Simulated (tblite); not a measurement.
Species: C7H11NSi.
Atom-mapped SMILES: `[CH2:1]=[C:2]([CH3:3])[C@@H:4]1[CH2:5][SiH2:6][C@H:7]1[C:8]#[N:9]` (hydrogens: H10, H11 on C1; H12, H13, H14 on C3; H15 on C4; H16, H17 on C5; H18, H19 on Si6; H20 on C7)

Computed geometry: GFN2-xTB, gas phase.

Give the optimised bond lengths and angles.

```json
{"bond": "C1=C2", "length (Å)": "1.325", "order": "double"}
{"bond": "C2–C3", "length (Å)": "1.501", "order": "single"}
{"bond": "C2–C4", "length (Å)": "1.499", "order": "single"}
{"bond": "C4–C5", "length (Å)": "1.550", "order": "single"}
{"bond": "C5–Si6", "length (Å)": "1.907", "order": "single"}
{"bond": "Si6–C7", "length (Å)": "1.934", "order": "single"}
{"bond": "C7–C8", "length (Å)": "1.420", "order": "single"}
{"bond": "C8≡N9", "length (Å)": "1.147", "order": "triple"}
{"bond": "C4–C7", "length (Å)": "1.564", "order": "single"}
{"bond": "C1–H10", "length (Å)": "1.077", "order": "single"}
{"bond": "C1–H11", "length (Å)": "1.077", "order": "single"}
{"bond": "C3–H12, C3–H13, C3–H14", "length (Å)": "1.089", "order": "single"}
{"bond": "C4–H15", "length (Å)": "1.093", "order": "single"}
{"bond": "C5–H16", "length (Å)": "1.088", "order": "single"}
{"bond": "C5–H17", "length (Å)": "1.087", "order": "single"}
{"bond": "Si6–H18", "length (Å)": "1.457", "order": "single"}
{"bond": "Si6–H19", "length (Å)": "1.464", "order": "single"}
{"bond": "C7–H20", "length (Å)": "1.091", "order": "single"}
```

Bonds in one row agree within 0.01 Å and their mean is given. Orders are formal, as drawn. A selection of angles:
```json
{"angle": "C2–C1–H10", "degrees": "122.0"}
{"angle": "C2–C1–H11", "degrees": "121.8"}
{"angle": "H10–C1–H11", "degrees": "116.2"}
{"angle": "C1–C2–C3", "degrees": "121.6"}
{"angle": "C1–C2–C4", "degrees": "121.1"}
{"angle": "C3–C2–C4", "degrees": "117.3"}
{"angle": "C2–C3–H12", "degrees": "111.4"}
{"angle": "C2–C3–H14", "degrees": "110.2"}
{"angle": "H12–C3–H13", "degrees": "109.0"}
{"angle": "H12–C3–H14", "degrees": "107.9"}
{"angle": "C2–C4–C5", "degrees": "115.5"}
{"angle": "C2–C4–C7", "degrees": "111.2"}
{"angle": "C2–C4–H15", "degrees": "109.0"}
{"angle": "C5–C4–C7", "degrees": "99.7"}
{"angle": "C5–C4–H15", "degrees": "111.2"}
{"angle": "C7–C4–H15", "degrees": "110.0"}
{"angle": "C4–C5–Si6", "degrees": "92.5"}
{"angle": "C4–C5–H16", "degrees": "111.6"}
{"angle": "C4–C5–H17", "degrees": "113.3"}
{"angle": "Si6–C5–H16", "degrees": "114.8"}
{"angle": "Si6–C5–H17", "degrees": "117.3"}
{"angle": "H16–C5–H17", "degrees": "106.9"}
{"angle": "C5–Si6–C7", "degrees": "76.6"}
{"angle": "C5–Si6–H18", "degrees": "117.7"}
{"angle": "C5–Si6–H19", "degrees": "116.8"}
{"angle": "C7–Si6–H18", "degrees": "116.1"}
{"angle": "C7–Si6–H19", "degrees": "112.6"}
{"angle": "H18–Si6–H19", "degrees": "112.5"}
{"angle": "Si6–C7–C8", "degrees": "115.2"}
{"angle": "Si6–C7–H20", "degrees": "115.9"}
{"angle": "C8–C7–H20", "degrees": "108.4"}
{"angle": "C4–C7–Si6", "degrees": "91.1"}
{"angle": "C4–C7–C8", "degrees": "112.8"}
{"angle": "C4–C7–H20", "degrees": "112.8"}
{"angle": "C7–C8–N9", "degrees": "177.9"}
```

Torsions: C1–C2–C4–C5 -138° (anticlinal); C2–C4–C5–Si6 -116° (anticlinal); C4–C5–Si6–C7 -2° (synperiplanar); C5–Si6–C7–C8 -114° (anticlinal); C2–C4–C7–Si6 119° (anticlinal).

Of the pairs four or more bonds apart, C3···H17 is among the closest relative to their van der Waals radii: 2.68 Å, 92 % of the sum of Bondi's values. The C–C distances run from 1.325 Å (C1=C2, drawn double) to 1.564 Å (C4–C7, drawn single), a spread of 0.239 Å. The C–Si distances run from 1.907 Å (C5–Si6, drawn single) to 1.934 Å (Si6–C7, drawn single), a spread of 0.027 Å. The 4-membered ring C4–C5–Si6–C7 has internal angles of 76.6° to 99.7°; it is almost planar, 0.02 Å rms from its mean plane, widest ring torsion 3°. Si6 (SiH2 silicon) has angles from 76.6° to 117.7°.

Point group: C1 (no symmetry element, even within 0.4 Å). Its GFN2-xTB frequencies are all real (lowest 37 cm⁻¹). One conformer, not necessarily the lowest. 3 starts were optimised and ended at 0.00, 0.20 and 0.43 kcal/mol (GFN2-xTB); the lowest of these is shown.
